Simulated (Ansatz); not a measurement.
C₂H₈AlNS, relaxed with RKS PBE0-D4/def2-TZVP in the Gaussian-basis code of Ansatz from a PBE-D4/def2-SVP geometry. The force threshold is 0.005 eV/Å; the program also tests the step.

Charge 0, multiplicity 1. The bonds changed during the relaxation, so this is another structure than the one it started from.

Start:

```xyz
13

N    -0.607    2.095    0.253
C    -0.714    0.771    0.758
S     0.991   -0.034    0.870
C     0.558   -1.782    0.340
Al    0.994   -0.946   -1.402
H    -0.647    2.136   -0.770
H    -1.278    2.746    0.668
H    -1.108    0.779    1.794
H    -1.316    0.050    0.156
H     1.309   -2.449    0.805
H    -0.451   -2.046    0.709
H    -0.186   -0.167   -2.167
H     2.455   -1.153   -2.013
```

```csv
step,energy (eV),largest force (eV/Å),largest move (Å)
1,-21117.2140,0.681,0.000
2,-21117.2689,0.453,0.041
3,-21117.2816,0.211,0.030
4,-21117.2840,0.101,0.023
5,-21117.2847,0.242,0.039
6,-21117.2871,0.052,0.039
7,-21117.2875,0.041,0.033
8,-21117.2876,0.016,0.009
9 (rejected),-21117.2876,0.034,0.012
10,-21117.2877,0.003,0.006
```

End:

```xyz
13

N    -0.583    2.107    0.325
C    -0.701    0.745    0.744
S     0.968   -0.005    0.818
C     0.557   -1.745    0.354
Al    0.959   -0.954   -1.396
H    -0.479    2.177   -0.679
H    -1.374    2.661    0.620
H    -1.114    0.704    1.754
H    -1.297    0.092    0.093
H     1.314   -2.380    0.814
H    -0.426   -2.007    0.737
H    -0.223   -0.218   -2.169
H     2.401   -1.176   -2.014
```

Hardware: 4 threads of an Arm Neoverse V1 on a shared host. Wall time 43 s, peak host memory 0.62 GiB.
